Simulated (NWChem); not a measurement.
# C$_{2}$H$_{2}$N$_{3}$, doublet; SMILES c1[nH]n[c]n1

In the optimisation the excess spin sits in a' (Cs, its own frame).

Problem. Give the equilibrium geometry at B3LYP/6-31G* (spherical d), spin-unrestricted (NWChem) as an XYZ file, with the point group.

Solution. point group Cs; any orientation.
```
7

C      1.1529     0.0779     0.0000
N      0.5639    -1.0919     0.0000
N     -0.7507    -0.6935     0.0000
C     -0.8287     0.6560     0.0000
N      0.3928     1.1803     0.0000
H     -1.4885    -1.3849     0.0000
H     -1.7623     1.2028     0.0000
```
